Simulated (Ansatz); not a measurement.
The same path of ClGeH3O + H2 (8 atoms, charge 0, multiplicity 1) was run twice with different band settings. Lost on the way: Ge1–Cl2, H7–H8. Made: Ge1–H7, Cl2–H8.

Computed with RKS BHLYP-D4/def2-SVP in Ansatz 0.2.0.

Relaxed end points:

```xyz
8
Properties=species:S:1:pos:R:3
Ge -0.248 0.487 -0.092
Cl 0.162 0.556 2.035
H 1.095 0.676 -0.790
H -1.307 1.524 -0.421
O -0.958 -1.073 -0.460
H -0.457 -1.828 -0.154
H 0.888 -3.044 1.419
H 0.712 -2.380 1.730
```

```xyz
8
Properties=species:S:1:pos:R:3
Ge 0.479 -0.032 -0.305
Cl -0.444 -1.326 3.163
H 0.790 -0.097 -1.803
H -0.331 1.224 0.023
O -0.488 -1.482 0.123
H -1.291 -1.609 -0.378
H 1.731 -0.158 0.549
H -0.560 -1.602 1.895
```

Common settings: spring 5.0 eV/Å²; optimiser quadratic models (default); start path through a guess of the saddle point; force threshold 0.03 eV/Å; iteration limit 60; end points relaxed.

| run | movable images | climbing image |
| --- | --- | --- |
| 1 | 9 | yes |
| 2 | 1 | no |

Task: What does each run give, and how far can it be trusted?

Result: Run 1: converged after 23 iterations, highest image 2.220 eV above the first end. Neighbouring images differ by up to 1.5 eV, so the band resolves the path poorly. A vibrational analysis at the climbing image gives one clearly imaginary mode, 828i cm⁻¹: a first-order saddle point.
Run 2: converged after 15 iterations, highest image 0.389 eV above the first end. No image climbed, so the highest image needn't sit at the top of the path. A band with more images between the same ends climbed to 2.22 eV, so this one has probably stepped over the top. So few images can step over the top or miss a turn of the path.
The orbitals stay closed-shell, which can raise the energy where a bond breaks towards radicals; this wasn't checked here.
